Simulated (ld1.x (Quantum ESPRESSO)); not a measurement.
Scattering properties, TM potential for Ge

```
Element                 : germanium
Generator               : ld1.x (Quantum ESPRESSO) 7.5
Type                    : norm-conserving Troullier–Martins (Kleinman–Bylander form)
Functional              : PBEsol
Relativity              : scalar-relativistic
Frozen core             : [Ar]
Valence charge          : 14
Reference configuration : 3d10 4s2 4p1.5 (charge +0.5)
Partial waves           : 4p (bound): rc 2.20 bohr; 3d (bound): rc 1.15 bohr; 4s (bound): rc 1.70 bohr
Local potential         : the s channel
Core correction         : none
```

The phase is arctan(r·u′/u) with u = r·R(r), unwrapped; energies in Ry, scanned from -4 to 5 Ry. A pole is an energy at which the radial function vanishes at the test radius. The pseudo phase is shifted by a multiple of π to meet the all-electron one at the reference energy, and phase errors are pseudo minus all-electron; the curves can meet again beyond the range given. Levels narrower than the energy grid can be missing from the lists of poles.

```json
{"channel": "s", "radius (bohr)": "2.41", "reference energy (Ry)": "-1.15", "poles, all-electron": "0.15", "poles, pseudo": "0.13", "unbroken range about the reference energy with phases within 0.05 rad": "below 2.6", "phase error 1 Ry above the reference energy (rad)": "-0.002"}
{"channel": "p", "radius (bohr)": "2.41", "reference energy (Ry)": "-0.54", "poles, all-electron": "1.39", "poles, pseudo": "1.39", "unbroken range about the reference energy with phases within 0.05 rad": "below 4.6", "phase error 1 Ry above the reference energy (rad)": "-0.000"}
{"channel": "d", "radius (bohr)": "2.41", "reference energy (Ry)": "-2.47", "poles, all-electron": "-2.43, 3.58", "poles, pseudo": "-2.43, 4.64", "unbroken range about the reference energy with phases within 0.05 rad": "below -0.1", "phase error 1 Ry above the reference energy (rad)": "+0.006"}
```

Phases in the d channel:

```
E (Ry)  all-electron  pseudo
 -4.00         1.355   1.355
 -3.52         1.337   1.338
 -3.04         1.308   1.310
 -2.56         1.093   1.097
 -2.08        -1.813  -1.810
 -1.60        -1.867  -1.862
 -1.12        -1.920  -1.911
 -0.64        -1.996  -1.978
 -0.16        -2.124  -2.082
  0.32        -2.385  -2.272
  0.80        -3.017  -2.680
  1.28        -3.887  -3.452
  1.76        -4.314  -4.069
  2.24        -4.501  -4.352
  2.72        -4.603  -4.495
  3.20        -4.671  -4.579
  3.68        -4.722  -4.636
  4.16        -4.766  -4.678
  4.64        -4.808  -4.712
```
